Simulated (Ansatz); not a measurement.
A nudged elastic band was laid between two geometries of FH + H4OSn (8 atoms, charge 0, multiplicity 1).

All numbers below come from RKS PBE0-D4/def2-SVP in Ansatz.

* movable images: 5
* climbing image: yes
* spring: 5.0 eV/Å²
* optimiser: quadratic models (default)
* start path: through a guess of the saddle point
* force threshold: 0.05 eV/Å
* iteration limit: 60
* end points: relaxed

Image 0:

```xyz
8
Properties=species:S:1:pos:R:3
Sn -0.092 0.076 -0.095
O 0.057 -0.120 1.920
H -0.772 -0.013 2.400
H 1.509 0.304 -0.611
H -1.047 1.491 -0.287
H -0.893 -1.291 -0.727
F 1.330 -2.119 1.305
H 0.873 -1.453 1.818
```

Image 6:

```xyz
8
Properties=species:S:1:pos:R:3
Sn 0.311 -0.119 -0.331
O -0.522 -0.352 2.369
H -1.055 -1.144 2.505
H 1.276 -0.215 -1.751
H 0.069 1.494 0.148
H -1.056 -1.128 -0.476
F 1.552 -0.968 0.953
H 0.389 -0.693 2.307
```

Task: Which bonds break or form, and what moves?

Result: Bonds broken: Sn1–O2, F7–H8. Bonds formed: Sn1–F7, O2–H8. FH + H4OSn becomes FH3Sn + H2O.

Task: What energy profile does the band end with?

Result: The run converged. The highest image is number 2 of 0 to 6, 26.4 kJ/mol above the first end and 52.7 kJ/mol above the last; the last end lies 26.4 kJ/mol below the first. A vibrational analysis at the climbing image gives one clearly imaginary mode, 421i cm⁻¹: a first-order saddle point. The orbitals stay closed-shell, which can raise the energy where a bond breaks towards radicals; this wasn't checked here.

```json
{"image": "0", "path coordinate (Å)": "0.00", "energy (kJ/mol)": "0.0", "Sn1–O2 (Å)": "2.03", "F7–H8 (Å)": "0.96", "Sn1–F7 (Å)": "2.97"}
{"image": "1", "path coordinate (Å)": "0.43", "energy (kJ/mol)": "8.5", "Sn1–O2 (Å)": "2.07", "F7–H8 (Å)": "1.00", "Sn1–F7 (Å)": "2.57"}
{"image": "2", "path coordinate (Å)": "0.86", "energy (kJ/mol)": "26.4", "Sn1–O2 (Å)": "2.18", "F7–H8 (Å)": "1.20", "Sn1–F7 (Å)": "2.26"}
{"image": "3", "path coordinate (Å)": "1.93", "energy (kJ/mol)": "-6.1", "Sn1–O2 (Å)": "2.76", "F7–H8 (Å)": "1.69", "Sn1–F7 (Å)": "2.00"}
{"image": "4", "path coordinate (Å)": "3.00", "energy (kJ/mol)": "-10.6", "Sn1–O2 (Å)": "3.29", "F7–H8 (Å)": "1.78", "Sn1–F7 (Å)": "1.97"}
{"image": "5", "path coordinate (Å)": "4.07", "energy (kJ/mol)": "-18.2", "Sn1–O2 (Å)": "3.13", "F7–H8 (Å)": "1.79", "Sn1–F7 (Å)": "1.97"}
{"image": "6", "path coordinate (Å)": "5.14", "energy (kJ/mol)": "-26.4", "Sn1–O2 (Å)": "2.84", "F7–H8 (Å)": "1.81", "Sn1–F7 (Å)": "1.98"}
```

Task: What is the geometry of the highest image?

Result: 
```xyz
8
Properties=species:S:1:pos:R:3
Sn 0.064 -0.148 -0.111
O 0.129 -0.077 2.067
H -0.712 -0.121 2.536
H 1.597 0.250 -0.733
H -0.925 1.277 -0.110
H -0.866 -1.387 -0.831
F 1.049 -1.830 1.031
H 0.629 -1.088 1.876
```

Task: What are the harmonic wavenumbers there?

Result: 421i, 140, 367, 464, 507, 549, 638, 684, 696, 751, 783, 1056, 1364, 1869, 1873, 1951, 1987, 3897 cm⁻¹.

The band took 29 iterations and about 7 core-minutes.

Time of the run: 7.1 min on 1 thread of Arm Neoverse V2, on a shared host, peak memory 0.15 GiB.
